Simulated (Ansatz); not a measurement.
Z-matrix (Å, degrees):
```
Ta
O 1 1.884
F 1 1.873 2 109.6
O 1 1.884 2 108.4 3 119.6
S 1 2.162 2 109.6 3 -120.8
H 2 0.958 1 131.6 3 118.1
H 4 0.958 1 131.6 2 122.3
```

Total charge 0; spin multiplicity 1. Ta takes the def2 core potential.

Problem. List the CAM-B3LYP/def2-TZVPP orbital energies in eV (the Gaussian-basis code of Ansatz). (Best estimate.)

Solution. Computed: Occupied: -2418.93, -673.66, -523.49, -523.49, -217.01, -161.50, -161.49, -161.49, -78.45, -44.41, -44.27, -44.06, -33.71, -29.77, -29.54, -20.03, -16.73, -16.66, -14.94, -14.34, -14.23, -13.16, -12.39, -12.19, -11.67, -10.05, -9.06, -8.99. Lowest empty: -0.28, -0.09, 0.27, 0.66, 0.95, 1.23, 1.93, 2.69.
